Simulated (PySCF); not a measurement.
Job file and geometry (Å, from GFN2-xTB) of an NMR shielding run on SMILES [BH3-][P@+]1(C)C([SiH3])=C1OC, C4H12BOPSi, PySCF, GIAO PBE0/pcSseg-1 NMR shielding, non-relativistic, gas phase; density fitting, a coarse starting grid and PySCF grid level 2 are the driver's defaults:

```
$ OMP_NUM_THREADS=1 python probes_run.py task.json out

{"job": {"kind": "nmr", "xc": "PBE0", "basis": "pcSseg-1"}, "charge": 0, "multiplicity": 1}
B     -2.134851    -0.611237    -1.298685
P     -0.795206    -0.320254     0.093128
C     -0.577984    -1.560869     1.454974
C      0.127295     1.193780     0.599705
Si     0.139947     2.831929     1.495406
C      0.838089     0.393239    -0.193639
O      1.989225     0.273253    -0.826041
C      2.119462    -0.890183    -1.627539
H     -1.838344    -1.686986    -1.721633
H     -3.181220    -0.599742    -0.737899
H     -1.970443     0.282260    -2.063204
H     -0.435687    -2.548330     1.015438
H      0.268321    -1.304650     2.088249
H     -1.489588    -1.583592     2.051070
H      1.316427     2.857253     2.368969
H     -1.085150     2.913830     2.289803
H      0.207596     3.914662     0.514330
H      3.042558    -0.772749    -2.191776
H      2.181665    -1.785431    -1.000766
H      1.272743    -0.985503    -2.312926
```

**Question.** Write the output of this run.

**Answer.** 
```
coarse grid: 17208 points
cycle   1  E = -889.7126767426  dE =  8.915e-01  |g| = 5.870e-01  |ddm| = 3.998e+00
cycle   2  E = -889.6899918306  dE =  2.268e-02  |g| = 7.005e-01  |ddm| = 1.172e+00
cycle   3  E = -889.7952004047  dE = -1.052e-01  |g| = 1.288e-01  |ddm| = 6.044e-01
cycle   4  E = -889.7984702524  dE = -3.270e-03  |g| = 2.732e-02  |ddm| = 1.212e-01
cycle   5  E = -889.7986296589  dE = -1.594e-04  |g| = 1.051e-02  |ddm| = 2.960e-02
cycle   6  E = -889.7986490487  dE = -1.939e-05  |g| = 5.508e-03  |ddm| = 1.421e-02
cycle   7  E = -889.7986565064  dE = -7.458e-06  |g| = 7.493e-04  |ddm| = 5.315e-03
final grid: 155568 points
cycle   8  E = -889.8566059596  dE = -2.986e-05  |g| = 1.168e-02  |ddm| = 2.923e-02
cycle   9  E = -889.8565830945  dE =  2.287e-05  |g| = 1.633e-02  |ddm| = 1.764e-02
cycle  10  E = -889.8566329401  dE = -4.985e-05  |g| = 2.559e-03  |ddm| = 1.073e-02
cycle  11  E = -889.8566344368  dE = -1.497e-06  |g| = 4.154e-04  |ddm| = 2.352e-03
cycle  12  E = -889.8566344741  dE = -3.735e-08  |g| = 1.631e-04  |ddm| = 5.255e-04
cycle  13  E = -889.8566344805  dE = -6.375e-09  |g| = 3.376e-05  |ddm| = 1.607e-04
cycle  14  E = -889.8566344808  dE = -2.813e-10  |g| = 8.468e-06  |ddm| = 5.121e-05
converged SCF energy = -889.8566344808

GIAO shielding tensors (ppm)
atom      isotropic    diamagn.    paramagn.     s11        s22        s33       span
  0 B      143.892     191.333     -47.441    127.579    140.441    163.656     36.077
  1 P      437.766     969.011    -531.245    213.675    274.786    824.838    611.163
  2 C      161.092     256.181     -95.089    125.565    162.372    195.337     69.772
  3 C       93.085     263.892    -170.807      6.540     90.110    182.604    176.064
  4 Si     439.015     881.554    -442.539    417.580    435.548    463.919     46.339
  5 C        2.675     267.168    -264.493   -129.322     49.784     87.564    216.886
  6 O      213.163     397.730    -184.566     69.405    249.593    320.492    251.087
  7 C      123.891     247.024    -123.133     89.426    100.172    182.074     92.648
  8 H       30.235      30.295      -0.060     27.030     29.318     34.357      7.328
  9 H       30.220      29.750       0.470     26.939     29.203     34.518      7.578
 10 H       31.166      30.377       0.789     27.695     29.160     36.642      8.947
 11 H       29.957      31.587      -1.630     26.267     27.810     35.793      9.526
 12 H       31.136      32.961      -1.825     26.983     29.162     37.263     10.281
 13 H       29.780      30.687      -0.907     26.245     27.426     35.670      9.425
 14 H       27.242      29.177      -1.934     23.624     25.863     32.241      8.617
 15 H       27.423      29.444      -2.021     23.574     26.520     32.176      8.602
 16 H       27.239      29.030      -1.791     23.668     25.611     32.438      8.770
 17 H       27.477      28.323      -0.846     23.597     25.638     33.195      9.597
 18 H       27.674      30.967      -3.293     24.428     25.916     32.677      8.249
 19 H       27.400      30.851      -3.451     23.624     26.836     31.741      8.118
```

Size and cost of the density-fitted run: 210 basis functions, about 2 core-minutes.
